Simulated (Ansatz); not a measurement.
A short molecular-dynamics run on CH5PSSi, SMILES `C[SiH]1PS1`.

```yaml
crystal:
  periodic: [false, false, false]
  atoms:
    - {symbol: C, position_ang: [-0.200620, 0.895324, -0.920819]}
    - {symbol: Si, position_ang: [0.221545, -0.748985, -0.165874]}
    - {symbol: P, position_ang: [0.789226, -0.957875, 1.960403]}
    - {symbol: S, position_ang: [-1.136929, -1.623011, 1.182912]}
    - {symbol: H, position_ang: [-0.877367, 0.760874, -1.768184]}
    - {symbol: H, position_ang: [-0.687316, 1.534284, -0.182510]}
    - {symbol: H, position_ang: [0.702355, 1.394111, -1.281513]}
    - {symbol: H, position_ang: [0.867761, -1.684733, -1.114552]}
    - {symbol: H, position_ang: [0.409844, 0.383710, 2.273138]}
basis:
  gaussian: {orbitals: "6-31G*"}
hamiltonian: {xc: {name: PBE}, dispersion: d3bjatm}
md: {timestep: 1 fs, n_steps: 50, ensemble: nve, temperature: 1500, initial_velocities: maxwell_boltzmann, seed: 369}
```

```sh
$ ansatz run in.yaml --threads 2 --pin off --events-out ev --progress --plain --max-ram 4352MiB
```

```json
{"step": "0", "time (fs)": "0.0", "potential energy (eV)": "-29105.3442", "kinetic (eV)": "1.3572", "T (K)": "1500", "conserved (eV)": "-29103.9870"}
{"step": "1", "time (fs)": "1.0", "potential energy (eV)": "-29105.2146", "kinetic (eV)": "1.2467", "T (K)": "1378", "conserved (eV)": "-29103.9679"}
{"step": "2", "time (fs)": "2.0", "potential energy (eV)": "-29104.8904", "kinetic (eV)": "0.9393", "T (K)": "1038", "conserved (eV)": "-29103.9511"}
{"step": "3", "time (fs)": "3.0", "potential energy (eV)": "-29104.6157", "kinetic (eV)": "0.6710", "T (K)": "742", "conserved (eV)": "-29103.9447"}
{"step": "4", "time (fs)": "4.0", "potential energy (eV)": "-29104.4935", "kinetic (eV)": "0.5482", "T (K)": "606", "conserved (eV)": "-29103.9453"}
{"step": "5", "time (fs)": "5.0", "potential energy (eV)": "-29104.5167", "kinetic (eV)": "0.5672", "T (K)": "627", "conserved (eV)": "-29103.9494"}
{"step": "6", "time (fs)": "6.0", "potential energy (eV)": "-29104.6170", "kinetic (eV)": "0.6597", "T (K)": "729", "conserved (eV)": "-29103.9572"}
{"step": "7", "time (fs)": "7.0", "potential energy (eV)": "-29104.6802", "kinetic (eV)": "0.7160", "T (K)": "791", "conserved (eV)": "-29103.9642"}
{"step": "8", "time (fs)": "8.0", "potential energy (eV)": "-29104.6367", "kinetic (eV)": "0.6826", "T (K)": "754", "conserved (eV)": "-29103.9540"}
{"step": "9", "time (fs)": "9.0", "potential energy (eV)": "-29104.6633", "kinetic (eV)": "0.7230", "T (K)": "799", "conserved (eV)": "-29103.9404"}
{"step": "10", "time (fs)": "10.0", "potential energy (eV)": "-29104.9234", "kinetic (eV)": "0.9550", "T (K)": "1055", "conserved (eV)": "-29103.9684"}
{"step": "11", "time (fs)": "11.0", "potential energy (eV)": "-29105.0515", "kinetic (eV)": "1.0615", "T (K)": "1173", "conserved (eV)": "-29103.9900"}
{"step": "12", "time (fs)": "12.0", "potential energy (eV)": "-29104.7540", "kinetic (eV)": "0.7838", "T (K)": "866", "conserved (eV)": "-29103.9703"}
{"step": "13", "time (fs)": "13.0", "potential energy (eV)": "-29104.3394", "kinetic (eV)": "0.4067", "T (K)": "449", "conserved (eV)": "-29103.9327"}
{"step": "14", "time (fs)": "14.0", "potential energy (eV)": "-29104.3278", "kinetic (eV)": "0.3882", "T (K)": "429", "conserved (eV)": "-29103.9396"}
{"step": "15", "time (fs)": "15.0", "potential energy (eV)": "-29104.6445", "kinetic (eV)": "0.6787", "T (K)": "750", "conserved (eV)": "-29103.9657"}
{"step": "16", "time (fs)": "16.0", "potential energy (eV)": "-29104.8987", "kinetic (eV)": "0.9288", "T (K)": "1027", "conserved (eV)": "-29103.9699"}
{"step": "17", "time (fs)": "17.0", "potential energy (eV)": "-29104.9593", "kinetic (eV)": "0.9913", "T (K)": "1096", "conserved (eV)": "-29103.9679"}
{"step": "18", "time (fs)": "18.0", "potential energy (eV)": "-29104.8257", "kinetic (eV)": "0.8578", "T (K)": "948", "conserved (eV)": "-29103.9680"}
{"step": "19", "time (fs)": "19.0", "potential energy (eV)": "-29104.5263", "kinetic (eV)": "0.5724", "T (K)": "633", "conserved (eV)": "-29103.9540"}
{"step": "20", "time (fs)": "20.0", "potential energy (eV)": "-29104.2993", "kinetic (eV)": "0.3646", "T (K)": "403", "conserved (eV)": "-29103.9347"}
{"step": "21", "time (fs)": "21.0", "potential energy (eV)": "-29104.3918", "kinetic (eV)": "0.4383", "T (K)": "484", "conserved (eV)": "-29103.9535"}
{"step": "22", "time (fs)": "22.0", "potential energy (eV)": "-29104.5651", "kinetic (eV)": "0.5985", "T (K)": "661", "conserved (eV)": "-29103.9666"}
{"step": "23", "time (fs)": "23.0", "potential energy (eV)": "-29104.6056", "kinetic (eV)": "0.6486", "T (K)": "717", "conserved (eV)": "-29103.9569"}
{"step": "24", "time (fs)": "24.0", "potential energy (eV)": "-29104.6161", "kinetic (eV)": "0.6667", "T (K)": "737", "conserved (eV)": "-29103.9494"}
{"step": "25", "time (fs)": "25.0", "potential energy (eV)": "-29104.7021", "kinetic (eV)": "0.7485", "T (K)": "827", "conserved (eV)": "-29103.9536"}
{"step": "26", "time (fs)": "26.0", "potential energy (eV)": "-29104.8106", "kinetic (eV)": "0.8462", "T (K)": "935", "conserved (eV)": "-29103.9644"}
{"step": "27", "time (fs)": "27.0", "potential energy (eV)": "-29104.7991", "kinetic (eV)": "0.8262", "T (K)": "913", "conserved (eV)": "-29103.9729"}
{"step": "28", "time (fs)": "28.0", "potential energy (eV)": "-29104.5892", "kinetic (eV)": "0.6265", "T (K)": "692", "conserved (eV)": "-29103.9627"}
{"step": "29", "time (fs)": "29.0", "potential energy (eV)": "-29104.3727", "kinetic (eV)": "0.4275", "T (K)": "473", "conserved (eV)": "-29103.9452"}
{"step": "30", "time (fs)": "30.0", "potential energy (eV)": "-29104.4011", "kinetic (eV)": "0.4462", "T (K)": "493", "conserved (eV)": "-29103.9550"}
{"step": "31", "time (fs)": "31.0", "potential energy (eV)": "-29104.5895", "kinetic (eV)": "0.6296", "T (K)": "696", "conserved (eV)": "-29103.9598"}
{"step": "32", "time (fs)": "32.0", "potential energy (eV)": "-29104.8081", "kinetic (eV)": "0.8359", "T (K)": "924", "conserved (eV)": "-29103.9722"}
{"step": "33", "time (fs)": "33.0", "potential energy (eV)": "-29104.8475", "kinetic (eV)": "0.8736", "T (K)": "966", "conserved (eV)": "-29103.9738"}
{"step": "34", "time (fs)": "34.0", "potential energy (eV)": "-29104.6471", "kinetic (eV)": "0.6890", "T (K)": "762", "conserved (eV)": "-29103.9581"}
{"step": "35", "time (fs)": "35.0", "potential energy (eV)": "-29104.4009", "kinetic (eV)": "0.4527", "T (K)": "500", "conserved (eV)": "-29103.9482"}
{"step": "36", "time (fs)": "36.0", "potential energy (eV)": "-29104.2552", "kinetic (eV)": "0.3081", "T (K)": "341", "conserved (eV)": "-29103.9471"}
{"step": "37", "time (fs)": "37.0", "potential energy (eV)": "-29104.2356", "kinetic (eV)": "0.2887", "T (K)": "319", "conserved (eV)": "-29103.9469"}
{"step": "38", "time (fs)": "38.0", "potential energy (eV)": "-29104.3402", "kinetic (eV)": "0.3918", "T (K)": "433", "conserved (eV)": "-29103.9484"}
{"step": "39", "time (fs)": "39.0", "potential energy (eV)": "-29104.5398", "kinetic (eV)": "0.5846", "T (K)": "646", "conserved (eV)": "-29103.9552"}
{"step": "40", "time (fs)": "40.0", "potential energy (eV)": "-29104.7348", "kinetic (eV)": "0.7705", "T (K)": "852", "conserved (eV)": "-29103.9643"}
{"step": "41", "time (fs)": "41.0", "potential energy (eV)": "-29104.8170", "kinetic (eV)": "0.8550", "T (K)": "945", "conserved (eV)": "-29103.9620"}
{"step": "42", "time (fs)": "42.0", "potential energy (eV)": "-29104.8416", "kinetic (eV)": "0.8829", "T (K)": "976", "conserved (eV)": "-29103.9587"}
{"step": "43", "time (fs)": "43.0", "potential energy (eV)": "-29104.8509", "kinetic (eV)": "0.8726", "T (K)": "964", "conserved (eV)": "-29103.9783"}
{"step": "44", "time (fs)": "44.0", "potential energy (eV)": "-29104.6502", "kinetic (eV)": "0.6850", "T (K)": "757", "conserved (eV)": "-29103.9652"}
{"step": "45", "time (fs)": "45.0", "potential energy (eV)": "-29104.4422", "kinetic (eV)": "0.5053", "T (K)": "558", "conserved (eV)": "-29103.9369"}
{"step": "46", "time (fs)": "46.0", "potential energy (eV)": "-29104.5792", "kinetic (eV)": "0.6231", "T (K)": "689", "conserved (eV)": "-29103.9561"}
{"step": "47", "time (fs)": "47.0", "potential energy (eV)": "-29104.8164", "kinetic (eV)": "0.8440", "T (K)": "933", "conserved (eV)": "-29103.9725"}
{"step": "48", "time (fs)": "48.0", "potential energy (eV)": "-29104.8755", "kinetic (eV)": "0.9103", "T (K)": "1006", "conserved (eV)": "-29103.9652"}
{"step": "49", "time (fs)": "49.0", "potential energy (eV)": "-29104.8006", "kinetic (eV)": "0.8442", "T (K)": "933", "conserved (eV)": "-29103.9564"}
{"step": "50", "time (fs)": "50.0", "potential energy (eV)": "-29104.6976", "kinetic (eV)": "0.7412", "T (K)": "819", "conserved (eV)": "-29103.9564"}
```

Velocities are drawn at the set temperature; a run this short doesn't reach equilibrium.

Frames (Å, forces in eV/Å):

```xyz
9
time=0.0 fs
C    -0.201    0.895   -0.921    0.001    0.015   -0.001
Si    0.222   -0.749   -0.166    0.177   -0.023   -0.335
P     0.789   -0.958    1.960    0.583   -0.196    0.415
S    -1.137   -1.623    1.183   -0.730   -0.367    0.105
H    -0.877    0.761   -1.768   -0.226   -0.022   -0.270
H    -0.687    1.534   -0.183   -0.163    0.230    0.227
H     0.702    1.394   -1.282    0.285    0.179   -0.115
H     0.868   -1.685   -1.115    0.126   -0.179   -0.151
H     0.410    0.384    2.273   -0.053    0.363    0.124
9
time=2.0 fs
C    -0.178    0.888   -0.921   -0.095    2.634    1.970
Si    0.198   -0.752   -0.162    0.600    0.050   -0.234
P     0.804   -0.957    1.964   -0.455    2.023    0.765
S    -1.136   -1.627    1.172   -0.762   -0.462    0.461
H    -0.836    0.767   -1.746   -0.888   -0.208   -1.246
H    -0.788    1.609   -0.148    1.569   -1.564   -1.569
H     0.748    1.426   -1.304   -0.797   -0.422    0.516
H     0.859   -1.707   -1.076    0.142   -0.155   -0.264
H     0.348    0.561    2.312    0.686   -1.896   -0.399
9
time=4.0 fs
C    -0.155    0.889   -0.915   -1.125    2.923    1.038
Si    0.176   -0.754   -0.158    1.115    0.003   -0.359
P     0.817   -0.954    1.969   -0.930    2.465    0.690
S    -1.136   -1.632    1.162   -0.829   -0.531    0.828
H    -0.825    0.765   -1.767   -0.226   -0.144   -0.539
H    -0.831    1.627   -0.170    1.984   -1.779   -1.595
H     0.766    1.442   -1.308   -0.927   -0.551    0.676
H     0.855   -1.736   -1.047    0.057    0.016   -0.232
H     0.310    0.670    2.337    0.881   -2.400   -0.507
9
time=6.0 fs
C    -0.137    0.899   -0.907   -2.205    1.332   -0.776
Si    0.155   -0.756   -0.155    1.629   -0.040   -0.650
P     0.830   -0.947    1.975   -1.164    2.450    0.526
S    -1.137   -1.638    1.153   -0.944   -0.579    1.166
H    -0.822    0.758   -1.807    0.690   -0.031    0.526
H    -0.801    1.580   -0.251    1.212   -0.802   -0.479
H     0.751    1.439   -1.287   -0.049   -0.118    0.330
H     0.853   -1.763   -1.027   -0.066    0.239   -0.136
H     0.306    0.688    2.342    0.898   -2.451   -0.507
9
time=8.0 fs
C    -0.125    0.913   -0.901   -0.731   -2.468   -3.364
Si    0.136   -0.759   -0.153    2.049    0.032   -0.890
P     0.841   -0.938    1.982   -1.195    2.110    0.302
S    -1.140   -1.644    1.145   -1.076   -0.600    1.448
H    -0.795    0.750   -1.830    0.910    0.033    0.782
H    -0.731    1.508   -0.344   -1.768    2.185    2.428
H     0.735    1.432   -1.255    1.183    0.499   -0.186
H     0.848   -1.781   -1.012   -0.145    0.388   -0.086
H     0.337    0.613    2.329    0.773   -2.179   -0.433
9
time=10.0 fs
C    -0.115    0.920   -0.905    0.062   -2.524   -2.812
Si    0.120   -0.761   -0.152    2.322    0.180   -0.888
P     0.851   -0.926    1.988   -0.745    0.504   -0.213
S    -1.143   -1.652    1.139   -1.169   -0.574    1.661
H    -0.734    0.743   -1.824    0.381    0.047    0.130
H    -0.721    1.512   -0.352   -1.965    2.273    2.444
H     0.761    1.442   -1.227    1.054    0.366   -0.108
H     0.839   -1.785   -1.000   -0.131    0.384   -0.131
H     0.395    0.457    2.299    0.191   -0.656   -0.082
9
time=12.0 fs
C    -0.105    0.919   -0.917   -0.618    1.233    1.018
Si    0.107   -0.764   -0.152    2.410    0.394   -0.659
P     0.860   -0.914    1.995    0.741   -4.177   -1.453
S    -1.148   -1.659    1.135   -1.153   -0.506    1.805
H    -0.660    0.738   -1.816   -0.592    0.028   -1.131
H    -0.779    1.595   -0.275    0.946   -0.769   -0.609
H     0.824    1.465   -1.203   -0.249   -0.361    0.327
H     0.824   -1.775   -0.994   -0.031    0.231   -0.259
H     0.459    0.284    2.268   -1.454    3.927    0.961
9
time=14.0 fs
C    -0.098    0.922   -0.927   -0.496    2.400    2.106
Si    0.098   -0.765   -0.153    2.296    0.672   -0.415
P     0.869   -0.906    1.999    1.106   -5.550   -1.926
S    -1.155   -1.668    1.133   -1.023   -0.447    1.839
H    -0.607    0.734   -1.848   -0.725    0.215   -1.137
H    -0.807    1.655   -0.215    1.757   -1.792   -1.797
H     0.879    1.474   -1.168   -1.046   -0.756    0.449
H     0.809   -1.756   -0.998    0.099    0.024   -0.395
H     0.468    0.255    2.272   -1.970    5.234    1.276
9
time=16.0 fs
C    -0.092    0.932   -0.930   -1.067    1.548    0.854
Si    0.091   -0.766   -0.155    2.085    0.864   -0.345
P     0.880   -0.905    2.002   -0.821   -0.592   -0.820
S    -1.162   -1.677    1.133   -0.802   -0.406    1.759
H    -0.579    0.739   -1.919    0.005    0.553    0.392
H    -0.770    1.648   -0.221    1.366   -1.553   -1.726
H     0.896    1.456   -1.116   -0.771   -0.570    0.228
H     0.797   -1.736   -1.017    0.165   -0.101   -0.423
H     0.410    0.408    2.321   -0.160    0.257    0.083
9
time=18.0 fs
C    -0.089    0.946   -0.931   -0.655   -1.124   -1.379
Si    0.088   -0.766   -0.157    1.896    0.849   -0.441
P     0.890   -0.905    2.003   -1.848    1.600   -0.336
S    -1.171   -1.686    1.136   -0.491   -0.325    1.619
H    -0.552    0.764   -1.977    0.415    0.649    1.363
H    -0.684    1.586   -0.290   -0.584    0.365    0.072
H     0.886    1.418   -1.055    0.424    0.010   -0.128
H     0.791   -1.719   -1.051    0.108   -0.069   -0.279
H     0.342    0.579    2.375    0.734   -1.956   -0.491
9
time=20.0 fs
C    -0.088    0.957   -0.937    1.416   -4.076   -3.479
Si    0.087   -0.764   -0.160    1.696    0.656   -0.549
P     0.898   -0.903    2.004   -2.190    2.043   -0.285
S    -1.180   -1.696    1.140   -0.147   -0.194    1.425
H    -0.510    0.814   -1.985    0.272    0.457    1.038
H    -0.624    1.542   -0.351   -3.171    3.122    2.798
H     0.892    1.379   -0.999    1.183    0.359   -0.281
H     0.789   -1.705   -1.096   -0.020    0.059   -0.026
H     0.300    0.680    2.411    0.962   -2.425   -0.640
9
time=22.0 fs
C    -0.083    0.956   -0.952    0.594   -0.958    0.778
Si    0.088   -0.762   -0.164    1.412    0.385   -0.553
P     0.903   -0.899    2.005   -2.274    2.034   -0.343
S    -1.189   -1.706    1.146    0.180   -0.020    1.178
H    -0.460    0.881   -1.958   -0.360    0.118   -0.724
H    -0.669    1.601   -0.322   -0.687    0.588    0.346
H     0.938    1.352   -0.954    0.271    0.145   -0.221
H     0.786   -1.688   -1.142   -0.120    0.149    0.213
H     0.295    0.689    2.423    0.983   -2.441   -0.675
9
time=24.0 fs
C    -0.076    0.952   -0.965    0.132    1.526    3.709
Si    0.092   -0.759   -0.168    1.030    0.168   -0.431
P     0.905   -0.892    2.005   -2.132    1.663   -0.473
S    -1.198   -1.716    1.153    0.471    0.187    0.900
H    -0.422    0.952   -1.957   -0.653   -0.018   -1.712
H    -0.744    1.685   -0.277    1.374   -1.486   -1.503
H     0.995    1.331   -0.917   -0.917   -0.077   -0.217
H     0.780   -1.666   -1.180   -0.134    0.137    0.341
H     0.328    0.604    2.409    0.828   -2.100   -0.615
9
time=26.0 fs
C    -0.069    0.953   -0.967   -0.625    2.082    2.162
Si    0.096   -0.755   -0.173    0.606    0.028   -0.196
P     0.905   -0.883    2.004   -1.388   -0.106   -0.970
S    -1.207   -1.726    1.162    0.723    0.411    0.635
H    -0.406    1.023   -2.013    0.011   -0.237    0.085
H    -0.769    1.717   -0.284    1.784   -1.821   -1.628
H     1.018    1.308   -0.888   -1.148    0.004   -0.245
H     0.768   -1.639   -1.205   -0.058    0.015    0.328
H     0.390    0.443    2.373    0.095   -0.377   -0.170
9
time=28.0 fs
C    -0.063    0.960   -0.962   -1.048    1.312   -0.194
Si    0.102   -0.752   -0.178    0.188   -0.001    0.108
P     0.903   -0.875    2.002    0.529   -4.881   -2.344
S    -1.215   -1.735    1.171    0.963    0.624    0.415
H    -0.391    1.084   -2.068    0.489   -0.613    1.521
H    -0.729    1.681   -0.352    0.982   -0.914   -0.645
H     1.000    1.285   -0.868   -0.355    0.322   -0.213
H     0.754   -1.612   -1.218    0.083   -0.188    0.197
H     0.453    0.276    2.332   -1.832    4.340    1.156
9
time=30.0 fs
C    -0.061    0.970   -0.958    0.635   -1.776   -2.746
Si    0.108   -0.749   -0.183   -0.194    0.079    0.394
P     0.901   -0.872    1.998    0.714   -5.320   -2.471
S    -1.221   -1.743    1.181    1.183    0.769    0.207
H    -0.358    1.123   -2.068    0.447   -0.831    1.408
H    -0.657    1.616   -0.440   -1.819    2.059    1.974
H     0.970    1.275   -0.857    0.829    0.648   -0.092
H     0.743   -1.592   -1.223    0.220   -0.380    0.032
H     0.450    0.264    2.333   -2.016    4.753    1.294
9
time=32.0 fs
C    -0.056    0.976   -0.961    1.310   -2.162   -1.434
Si    0.114   -0.745   -0.187   -0.442    0.115    0.572
P     0.901   -0.876    1.990   -1.285   -0.483   -0.962
S    -1.226   -1.751    1.191    1.378    0.847    0.003
H    -0.310    1.130   -2.018   -0.051   -0.714   -0.260
H    -0.649    1.624   -0.458   -2.101    2.291    2.228
H     0.969    1.289   -0.849    0.933    0.619    0.021
H     0.740   -1.586   -1.227    0.260   -0.445   -0.032
H     0.376    0.420    2.380   -0.002   -0.068   -0.137
9
time=34.0 fs
C    -0.048    0.975   -0.969    0.114    0.988    3.101
Si    0.119   -0.742   -0.191   -0.480   -0.020    0.623
P     0.898   -0.880    1.981   -2.157    1.439   -0.304
S    -1.230   -1.758    1.201    1.552    0.916   -0.164
H    -0.264    1.111   -1.980   -0.645   -0.346   -2.261
H    -0.713    1.710   -0.398    0.724   -0.880   -0.361
H     1.000    1.325   -0.840   -0.137    0.209    0.008
H     0.747   -1.597   -1.232    0.169   -0.329    0.071
H     0.299    0.582    2.423    0.861   -1.977   -0.712
9
time=36.0 fs
C    -0.040    0.977   -0.968   -0.231    2.386    2.764
Si    0.123   -0.738   -0.194   -0.386   -0.275    0.593
P     0.893   -0.883    1.972   -2.347    1.821   -0.093
S    -1.231   -1.763    1.211    1.666    0.984   -0.295
H    -0.240    1.077   -2.018   -0.472   -0.287   -0.892
H    -0.754    1.768   -0.347    1.645   -1.993   -1.425
H     1.026    1.370   -0.831   -0.942   -0.181   -0.082
H     0.761   -1.620   -1.234    0.007   -0.097    0.252
H     0.252    0.672    2.440    1.061   -2.358   -0.821
9
time=38.0 fs
C    -0.032    0.986   -0.958   -0.473    2.094    0.359
Si    0.127   -0.735   -0.196   -0.282   -0.494    0.537
P     0.885   -0.883    1.963   -2.284    1.806    0.031
S    -1.231   -1.768    1.221    1.703    1.049   -0.401
H    -0.234    1.033   -2.089   -0.072   -0.193    1.426
H    -0.736    1.753   -0.349    1.295   -1.732   -1.381
H     1.019    1.408   -0.826   -0.822   -0.294   -0.144
H     0.774   -1.647   -1.226   -0.126    0.113    0.378
H     0.247    0.672    2.426    1.060   -2.350   -0.807
9
time=40.0 fs
C    -0.025    1.002   -0.948    0.330   -0.456   -1.866
Si    0.130   -0.733   -0.197   -0.226   -0.544    0.547
P     0.875   -0.881    1.954   -1.960    1.395    0.063
S    -1.228   -1.771    1.230    1.657    1.109   -0.486
H    -0.231    0.981   -2.110    0.060    0.067    2.087
H    -0.671    1.676   -0.400   -0.718    0.239    0.083
H     0.983    1.436   -0.825    0.169   -0.068   -0.120
H     0.784   -1.670   -1.205   -0.169    0.205    0.359
H     0.281    0.583    2.382    0.858   -1.948   -0.668
9
time=42.0 fs
C    -0.017    1.016   -0.943    2.072   -3.552   -2.996
Si    0.133   -0.731   -0.198   -0.226   -0.437    0.720
P     0.862   -0.878    1.944   -0.952   -0.560   -0.349
S    -1.224   -1.772    1.238    1.548    1.169   -0.547
H    -0.226    0.933   -2.054   -0.081    0.256    1.000
H    -0.638    1.611   -0.445   -3.367    2.706    2.109
H     0.953    1.462   -0.830    1.118    0.275   -0.033
H     0.786   -1.685   -1.170   -0.111    0.147    0.177
H     0.346    0.423    2.313   -0.001   -0.002   -0.080
9
time=44.0 fs
C    -0.003    1.020   -0.946    0.247   -1.057    1.580
Si    0.136   -0.730   -0.197   -0.268   -0.270    1.003
P     0.848   -0.875    1.934    1.120   -5.379   -1.507
S    -1.218   -1.773    1.246    1.421    1.214   -0.579
H    -0.226    0.893   -1.966   -0.562    0.139   -1.827
H    -0.717    1.634   -0.422   -0.726    0.384    0.209
H     0.963    1.497   -0.835    0.691    0.179   -0.028
H     0.785   -1.695   -1.128    0.016   -0.028   -0.106
H     0.409    0.272    2.243   -1.938    4.818    1.254
9
time=46.0 fs
C     0.011    1.020   -0.945   -1.047    1.037    3.433
Si    0.139   -0.729   -0.195   -0.335   -0.106    1.148
P     0.835   -0.879    1.923    1.029   -4.797   -1.068
S    -1.210   -1.772    1.253    1.278    1.187   -0.620
H    -0.246    0.858   -1.941   -0.586    0.163   -2.315
H    -0.826    1.676   -0.389    1.682   -1.321   -1.191
H     0.997    1.538   -0.842   -0.460   -0.273   -0.123
H     0.785   -1.706   -1.091    0.120   -0.179   -0.344
H     0.403    0.290    2.217   -1.681    4.288    1.080
9
time=48.0 fs
C     0.023    1.023   -0.934   -2.019    0.892    0.718
Si    0.141   -0.728   -0.192   -0.320   -0.062    0.938
P     0.823   -0.889    1.910   -0.586   -0.030    0.431
S    -1.200   -1.769    1.260    1.125    1.086   -0.667
H    -0.286    0.832   -1.996    0.304    0.613    0.423
H    -0.875    1.670   -0.397    2.222   -1.455   -1.229
H     1.015    1.569   -0.854   -0.968   -0.499   -0.151
H     0.788   -1.723   -1.066    0.106   -0.151   -0.392
H     0.336    0.463    2.230    0.135   -0.394   -0.073
9
time=50.0 fs
C     0.028    1.029   -0.920   -2.001   -0.393   -1.530
Si    0.142   -0.728   -0.187   -0.166   -0.167    0.430
P     0.810   -0.898    1.898   -1.054    1.729    1.144
S    -1.189   -1.765    1.265    0.960    0.963   -0.684
H    -0.316    0.827   -2.039    0.848    0.720    1.773
H    -0.842    1.611   -0.451    1.196   -0.521   -0.374
H     0.998    1.582   -0.870   -0.560   -0.312   -0.064
H     0.796   -1.746   -1.055   -0.023    0.056   -0.254
H     0.271    0.629    2.242    0.802   -2.074   -0.441
```

It took 71 s on 2 threads of an Arm Neoverse V2 on a shared host, with 0.43 GiB of host memory at the peak.
